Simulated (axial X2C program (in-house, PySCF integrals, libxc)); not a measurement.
## Testing model relations on CuPb

A bond curve at the PBE0 level, two-component, was computed with an in-house relativistic program for diatomic molecules (basis Pb dyall-cv3z [12s14p10d7f1g], Cu dyall-cv3z [9s9p6d3f2g] (cores contracted in-house)) for the state Ω = 1/2 (⟨Sz⟩ = -0.37, ⟨Lz⟩ = 0.87 at PBE0). Its fit gives Re = 2.5389 Å, ωe = 178.2 cm⁻¹, ωexe = 0.62 cm⁻¹ and αe = 2.564e-04 cm⁻¹; the masses are 207.9766 and 62.9296 u. Two-component means X2C with spin–orbit coupling and atomic mean-field Coulomb and Gaunt terms.

(1) Find the reduced mass, Be and the force constant.

(2) A Morse curve ties αe to the other constants (Pekeris). How well does that hold?

(3) Where do the fundamental and the first overtone lie?

(4) Estimate the centrifugal constant by the Kratzer relation.

(5) Estimate De from a Morse curve and compare with the computed well depth of 1.281 eV to Pb + Cu.

One determinant describes the state; a PBE0 search over occupations chose it and may have missed a lower one. Dissociation energies refer to the lowest single-determinant-based atoms at the same level and basis. Density functionals use the spin component along the axis (collinear). The functionals have no current-density term, which raises determinants with orbital currents, atoms included.

Results:

(1) From the PBE0 values: μ = 48.3115 u. Be = 16.8576/(μ Re²) = 0.05413 cm⁻¹. k = 5.8918×10⁻⁷ μ ωe² = 0.904 mdyn/Å.

(2) αe(Morse) = 6Be²/ωe × (√(ωexe/Be) − 1) = 2.352e-04 cm⁻¹; the PBE0 curve gives 2.564e-04 cm⁻¹, a ratio of 0.92.

(3) ν(1←0) = ωe − 2ωexe = 177.0 cm⁻¹; ν(2←0) = 2ωe − 6ωexe = 352.7 cm⁻¹.

(4) D = 4Be³/ωe² = 2.00e-08 cm⁻¹.

(5) De(Morse) = ωe²/(4ωexe) = 1.588 eV against 1.281 eV computed, a ratio of 1.24. The extrapolation overshoots: the well softens faster than a Morse curve, or the lowest atomic limit lies below the one to which the curve heads.
